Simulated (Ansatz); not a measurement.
Stepwise reaction of `C[SiH2][SiH](C)Cl` with water, as a gas-phase model of exchange steps in deposition or etching. ΔE in kJ/mol.

Program: Ansatz. Geometries: PBE0-D4/def2-TZVP. ΔE: electronic, gas phase. CCSD(T)/CBS is the MP2 limit (def2-TZVPP, def2-QZVPP) plus CCSD(T) − MP2 in def2-TZVPP, frozen cores. This one scheme is used for every species. DFT in def2-TZVPP. B3LYP here is the variant with VWN-RPA as its local correlation; programs differ in this. Each species was taken in one conformer, which may not be the lowest.

```json
{"step": "1", "reaction": "`C[SiH2][SiH](C)Cl` + H₂O → `C[SiH](Cl)[SiH2]O` + CH₄", "PBE-D4": "-79.8", "B3LYP-D4": "-91.1", "ωB97M-V": "-87.5", "CCSD(T)/CBS": "-84.0"}
{"step": "2", "reaction": "`C[SiH](Cl)[SiH2]O` + H₂O → `O[SiH2][SiH](O)Cl` + CH₄", "PBE-D4": "-88.8", "B3LYP-D4": "-100.4", "ωB97M-V": "-97.0", "CCSD(T)/CBS": "-93.2"}
```

Question: By hand: ΔE of the 2 steps together at CCSD(T)/CBS.

Answer: (-84.0) + (-93.2) = -177.2 kJ/mol, or -88.6 kJ/mol a step.

In ΔE each step is lower than the one before. All are downhill at CCSD(T)/CBS. PBE-D4 differs from CCSD(T)/CBS by 4.2 to 4.4 kJ/mol a step. Isolated molecules leave out the surface, adducts and barriers. Largest T1 diagnostic: 0.011.
